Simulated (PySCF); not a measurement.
Working out the ionisation energy of Ga⁺

Ga⁺ [Ar] 3d10 4s2 (1S) → Ga²⁺ [Ar] 3d10 4s1 (2S). Computed with PySCF 2.14 in aug-cc-pwCVTZ-PP with ECP10MDF, with a scalar-relativistic core potential. Frozen: nothing. Energies in hartree (1 hartree = 27.21139 eV):

```
             part  Ga⁺ (lower)  Ga²⁺ (upper)
              UHF  -258.098771   -257.409926
MP2 opposite-spin    -0.555266     -0.509212
    MP2 same-spin    -0.263361     -0.248675
```

**Question.** What does Hartree-Fock give?

**Answer.** (-257.409926) − (-258.098771) = 0.688845 hartree = 18.744 eV.

**Question.** What do MP2 and SCS-MP2 (6/5 opposite-spin, 1/3 same-spin) give?

**Answer.** The opposite-spin parts differ by 1.253 eV and the same-spin parts by 0.400 eV. MP2: 18.744 + (1.253) + (0.400) = 20.397 eV. SCS-MP2: 18.744 + 1.2 × (1.253) + (0.400)/3 = 20.381 eV.

Measured between the centres of the two terms (NIST): 20.515 eV, so MP2 (valence and next inner shell) is off by -0.118 eV.

What remains against the reference includes basis incompleteness and correlation beyond second order.
